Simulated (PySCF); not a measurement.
Simulated Si 2p region for SiH2(NHMe)2 (`[H][Si]([H])(NC)NC`), binding energy against the vacuum level.

Every computed line was given a Gaussian of 0.6 eV full width at half maximum and an area set by the number of equivalent atoms (split 2:1 within a doublet); the highest printed point is 100. Theory: PySCF, delta-SCF UKS SCAN, pcX-2 on the ionised atom, pcseg-1 elsewhere, spin-free X2C.

binding energy (eV), intensity and a bar:
```
    105.7          0 
    105.8          1 
    105.9          3 #
    106.0          8 ##
    106.1         19 ######
    106.2         35 ###########
    106.3         57 #################
    106.4         80 ########################
    106.5         96 #############################
    106.6        100 ##############################
    106.7         92 ############################
    106.8         79 ########################
    106.9         67 ####################
    107.0         60 ##################
    107.1         57 #################
    107.2         53 ################
    107.3         46 ##############
    107.4         35 ##########
    107.5         23 #######
    107.6         13 ####
    107.7          6 ##
    107.8          3 #
    107.9          1 
    108.0          0
```

Question: How many maxima does the curve show, and how many computed lines lie under it?

Answer: The curve has 1 maximum (at 106.6 eV). Under it lie 2 lines from 1 inequivalent silicon site, drawn as a 2p3/2, 2p1/2 pair. At this width some lines have no maximum of their own.

Question: Decompose the envelope and assign each component. Bonds: Si1–N4, Si1–N10, N4–C5, N10–C11. Hydrogens: H2, H3 on Si1; H6 on N4; H7, H8, H9 on C5; H12 on N10; H13, H14, H15 on C11.

Answer: 
```json
{"position (eV)": "106.56", "relative area": "0.67", "line": "Si 2p3/2", "atoms": "Si1", "environment": "silicon bonded to 2 N and 2 H"}
{"position (eV)": "107.19", "relative area": "0.33", "line": "Si 2p1/2", "atoms": "Si1", "environment": "silicon bonded to 2 N and 2 H"}
```

Shake-up satellites, vibrational structure and lifetime widths aren't simulated. For 2p shells one spin-free hole was relaxed; a mean-field spin–orbit operator and the ground-state splitting of the three 2p orbitals were then diagonalised within the shell. The shell's mean is (2 × 2p3/2 + 2p1/2)/3, and the degeneracies 2j + 1 give areas of 2:1. 2p1/2 minus 2p3/2 (ligand field included): Si 0.62 eV. Isolated species at its PBE0-D3(BJ)/def2-SVP geometry (one conformer only).

On one thread, Arm Neoverse N1 (aarch64), no GPU, on a shared host, this took 50 s of wall time and 0.51 GiB of memory at its peak.
